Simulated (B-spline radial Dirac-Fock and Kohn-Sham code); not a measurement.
# f′ and f″ of Sn, 9.2517 keV to 67.99 keV

Level of theory: the dispersion relation over Dirac-Hartree-Slater subshell photoionisation cross sections, with the Kissel-Pratt high-energy constant (isolated atom, no bound-bound lines or fine structure); a B-spline atomic structure program. The forward scattering factor is f₀ + f′ + i f″.

Input of the calculation (task.json; shells as n, l, electrons):

```json
{"items": [{
  "Z": 50,
  "q": 0,
  "cfg": [[1, 0, 2], [2, 0, 2], [2, 1, 6], [3, 0, 2], [3, 1, 6], [3, 2, 10], [4, 0, 2], [4, 1, 6], [4, 2, 10], [5, 0, 2], [5, 1, 2]],
  "A": 120,
  "rrms": 4.6519,
  "do": "dispersion",
  "hv": [619.1, 643.4, 936.4, 1000.0, 1028.0, 1041.0, 1133.0, 1151.0, 1194.0, 1253.6, 1486.9, 1629.0, 1901.0, 2000.0, 2811.0, 2984.4, 3420.0, 4000.0, 4057.0, 4243.0, 4510.9, 5414.7, 5736.0, 5825.0, 5956.0, 6000.0, 6403.9, 6608.0, 6650.0, 6930.3, 8047.8, 8201.0, 9251.7, 10850.0, 12000.0, 15000.0, 17479.3, 22162.9, 22220.0, 24209.8, 30000.0, 40000.0, 46570.0, 67990.0],
  "edges": {"K": 29200.0, "L1": 4465.0, "L2": 4156.0, "L3": 3929.0, "M1": 884.7, "M2": 756.5, "M3": 714.6, "M4": 493.2, "M5": 484.9, "N1": 137.1, "N2": 83.6, "N3": 83.6}
}]}
```

Run with: `python xray2_run.py task.json out`

Edges near this range: K 29200.0 eV.

```csv
hν (eV),λ (Å),f′ (e),f″ (e),tabulated f′,tabulated f″
9251.7,1.340,?,?,?,?
10850,1.143,0.028,3.337,0.00,3.23
12000,1.033,-0.074,2.805,-0.10,2.70
15000,0.8266,-0.378,1.900,-0.40,1.84
17479.3,0.7093,-0.629,1.449,-0.65,1.41
22162.9,0.5594,-1.134,0.946,-1.14,0.92
22220,0.5580,-1.141,0.942,-1.15,0.92
24209.8,0.5121,-1.421,0.806,-1.43,0.79
30000,0.4133,-2.696,3.408,-2.77,3.40
40000,0.3100,-0.231,2.126,-0.24,2.11
46570,0.2662,0.002,1.641,0.00,1.62
67990,0.1824,0.094,0.841,0.09,0.83
```

Q: What are f′ and f″ at Ga Kα (9251.7 eV)?

A: f′ = 0.107 and f″ = 4.376 electrons (tables: 0.07 and 4.30). By the optical theorem f″ corresponds to a photoabsorption cross section 2 rₑ λ f″ = 33000 b.

Tabulated f′: xraylib 4.2 anomalous scattering factors (Cullen et al., EPDL97); f″: Chantler's tables (J. Phys. Chem. Ref. Data 1995 and 2000). Both are theoretical tables.
